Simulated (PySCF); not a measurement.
# Unknown compound

An unknown has the formula C$_{8}$H$_{7}$N. Its calculated NMR data are:

$^{1}$H NMR (300 MHz, computed): δ 7.96 (dd, J = 8.6, 1.1 Hz, 1H), 7.73 (td, J = 8.5, 1.1 Hz, 1H), 7.41 (dq, J = 8.6, 1.0 Hz, 1H), 7.37 (t, J = 8.5 Hz, 1H), 2.66 (d, J = 1.0 Hz, 3H).

$^{13}$C{$^{1}$H} NMR (computed): δ 154.2 (C), 144.4 (CH), 142.7 (CH), 134.5 (CH), 131.0 (CH), 122.6 (C), 118.5 (C), 20.7 (CH3).

[PySCF: σ from GIAO-HF/pcSseg-1; spin–spin couplings from B3LYP/pcJ-1 (without the spin–dipole term); structure optimised with PBE0-D3(BJ)/def2-SVP; one averaged value for each set of equivalent atoms; non-relativistic; one computed conformer; isolated molecule]

δ = σ(ref) − σ, references computed at the same level: TMS for $^{1}$H, $^{13}$C.

Deduce the structure.

Results:


The formula gives 6 degrees of unsaturation (1 ring in the answer). 8 carbon signals for 8 carbons: no two carbons are equivalent. Carbon types of the structure: 3 × C, 4 × CH, 1 × CH3, which accounts for all hydrogens. δC 154.2, 118.5: substituted aromatic carbon. δC 144.4, 142.7, 134.5, 131.0: aromatic CH. δC 122.6: nitrile carbon; typical of a nitrile. δC 20.7: methyl carbon on an aromatic ring; aliphatic region, no heteroatom directly attached. δH 7.96, 7.73, 7.41, 7.37: hydrogen on an aromatic CH; ring-current deshielding. δH 2.66: hydrogen on a methyl carbon on an aromatic ring; benzylic-type position, deshielded by the ring. The protons at 7.37 and 7.96 share a coupling of 8.6 Hz (vicinal, an ortho-type coupling). The protons at 7.41 and 7.73 share a coupling of 8.6 Hz (vicinal, an ortho-type coupling). The protons at 7.73 and 7.37 share a coupling of 8.4 Hz (vicinal, an ortho-type coupling).

Structure: `Cc1ccccc1C#N`.

The data come from this structure; uniqueness wasn't tested.

Splittings below 1 Hz are ignored in the labels, and close J values are merged. Unscaled 3J(H,H) at this level run about 10 % above measured values. Shifts are as computed. Against solution values, carbons near 30 ppm lie about -0 ppm off and those near 130 ppm about +7 ppm. Of 1211 compounds with measured shifts, 218 miss one by over three times the rms of a fit or turn the order of signals round; such compounds aren't used in these exercises.
